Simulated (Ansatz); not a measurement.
**Ligand exchange: HI + C2H9NSi2 → SiH3I + C2H7NSi**

Species: HI (hydrogen iodide), singlet; C2H9NSi2 `C=C[SiH2]N[SiH3]`, singlet; SiH3I `[SiH3]I`, singlet; C2H7NSi `C=C[SiH2]N`, singlet. The partners trade H for SiH3: I–H and N–SiH3 bonds give way to I–SiH3 and N–H.

Shapes, held fixed at every level: PBE0-D4/def2-TZVP. Flexible molecules stand in one conformer, not always the lowest. Programs: Ansatz 0.2.0. The zero-point and thermal change to 298 K, harmonic and unscaled (PBE0-D4/def2-TZVP), is +8.3 kJ/mol.

| level | kind | ΔH(298 K) (kJ/mol) | less CCSD(T)/def2-TZVPP |
| --- | --- | --- | --- |
| HF/def2-SVP | Hartree–Fock | -16.5 | -4.8 |
| SPW92/def2-TZVPP | LDA | -20.4 | -8.7 |
| wB97M-V/def2-TZVPP | range-separated hybrid | -17.7 | -6.0 |
| wB97X-V/def2-TZVPP | range-separated hybrid | -18.4 | -6.7 |
| MP2/def2-TZVPP | perturbation theory | -17.5 | -5.8 |
| CCSD(T)/def2-SVP | coupled cluster or CI | -8.4 | +3.3 |
| CCSD/def2-TZVPP | coupled cluster or CI | -11.7 | 0.0 |
| CCSD(T)/def2-TZVPP | coupled cluster or CI | -11.7 | 0.0 |

The highest level, CCSD(T)/def2-TZVPP, gives ΔH(298 K) = -11.7 kJ/mol; the levels span -20.4 to -8.4. The column of differences is taken from that level and isn't an error. No measured value is set beside it here. For atoms past krypton def2 sets carry core potentials with scalar relativity. Correlated rows may include outer-core shells of I, which these sets cover unevenly.
